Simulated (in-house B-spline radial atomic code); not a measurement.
Checks on a self-consistent run for neutral ytterbium, [Kr] 4d10 4f14 5s2 5p5 5f1 6s2. Level of theory: Dirac-Hartree-Fock, average of configuration, Fermi nucleus of rms radius 5.3108 fm; calculated with an all-electron radial atomic-structure program (B-spline basis).

```csv
orbital,q,ε (Eh),<1/r>,<r²>,small-component weight
1s1/2,2,-2268.04898,80.6118,0.000529861,0.068978
2s1/2,2,-389.29353,19.4814,0.00814154,0.015506
2p1/2,2,-370.46018,19.4086,0.00587403,0.01552
2p3/2,4,-331.89134,16.6802,0.00708104,0.01418
3s1/2,2,-90.09922,7.15583,0.0533106,0.0050579
3p1/2,2,-81.81153,7.05753,0.0493455,0.0049841
3p3/2,4,-73.48334,6.36182,0.0559983,0.0046108
3d3/2,4,-59.58383,6.23178,0.0440084,0.0044676
3d5/2,6,-57.78264,6.0633,0.0458503,0.0043608
4s1/2,2,-19.06795,2.96343,0.269739,0.001597
4p1/2,2,-15.66886,2.84789,0.282404,0.0015076
4p3/2,4,-13.77020,2.61892,0.318169,0.0013786
4d3/2,4,-8.17885,2.39122,0.358991,0.0011873
4d5/2,6,-7.82460,2.33163,0.373887,0.0011481
4f5/2,6,-0.94109,1.78647,0.698293,0.00072584
4f7/2,8,-0.88389,1.75542,0.731595,0.00070592
5s1/2,2,-2.78582,1.08582,1.67108,0.00030552
5p1/2,1.6667,-1.78901,0.961695,2.11272,0.00024565
5p3/2,3.3333,-1.54704,0.882,2.45091,0.00021233
5f5/2,0.42857,-0.03135,0.0631579,355.384,8.5432e-07
5f7/2,0.57143,-0.03135,0.0631576,355.396,8.5505e-07
6s1/2,2,-0.39612,0.35561,13.7399,3.5931e-05
```

Electron-electron repulsion V_ee = 5229.0600 hartree.

Task: What total energy follows from the eigenvalues?

Result: The eigenvalues count the repulsion twice, so E = Σqε - V_ee = -8837.426 - 5229.060 = -14066.486 hartree; the run printed -14066.486.

Task: Does the Dirac virial theorem hold?

Result: For a point nucleus E = -2c²Σq·w, with w the small-component weight. Here Σq·w = 0.37445 and c = 137.0360, so the ratio E/(-2c²Σq·w) is 1.000203; the finite nucleus accounts for the departure from 1.

Task: What diamagnetic shielding (Lamb formula) and susceptibility (Langevin formula) do the radii give?

Result: σ = (α²/3)Σq<1/r> = 498.809/(3·137.036²) = 8854.1 ppm, and χ = -0.79199×10⁻⁶·Σq<r²> = -328.6×10⁻⁶ cm³/mol with Σq<r²> = 414.94 bohr². Both are non-relativistic formulas without the paramagnetism of open shells; for so heavy an element the full relativistic shielding is larger by tens of per cent.
